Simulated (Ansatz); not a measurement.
Start from `O/C=N/[SiH3]` and change one atom or group (the configuration at the double bond changes too) to get `[SiH3]/N=[CH]\[SnH3]`.

Ansatz, PBE0-D4/def2-TZVP geometries, multiplicity 1. Each molecule was computed in one conformer, which needn't be the lowest.

Elements past krypton have def2 core potentials.

| property | `O/C=N/[SiH3]` |
| --- | --- |
| HOMO energy (PBE0/def2-TZVPP) / eV | -7.80 |
| LUMO energy (ωB97M-V/def2-TZVPP) / eV | 2.12 |
| size of the dipole moment (B3LYP/def2-TZVPP) / D | 0.57 |
| HOMO energy (B3LYP/def2-TZVPP) / eV | -7.58 |
| LUMO energy (PBE/def2-TZVPP) / eV | -1.22 |
| HOMO–LUMO gap (PBE0/def2-TZVPP) / eV | 7.67 |

Task: What does the change do to each property? (Best estimate.)

Result: The calculation gave: 
| property | `[SiH3]/N=[CH]\[SnH3]` | shift |
| --- | --- | --- |
| HOMO energy (PBE0/def2-TZVPP) / eV | -6.54 | 1.26 |
| LUMO energy (ωB97M-V/def2-TZVPP) / eV | 0.70 | -1.42 |
| size of the dipole moment (B3LYP/def2-TZVPP) / D | 0.68 | 0.11 |
| HOMO energy (B3LYP/def2-TZVPP) / eV | -6.36 | 1.22 |
| LUMO energy (PBE/def2-TZVPP) / eV | -2.46 | -1.24 |
| HOMO–LUMO gap (PBE0/def2-TZVPP) / eV | 5.13 | -2.54 |

With PBE0 the HOMO rises by 1.26 eV and the LUMO falls by 1.29 eV, so the gap narrows by about 2.55 eV. PBE moves the HOMO by 1.02 eV and ωB97M-V by 1.43 eV. Dipoles are sizes alone; their direction can turn.

B3LYP here is the variant with VWN-RPA as its local correlation; programs differ in this.
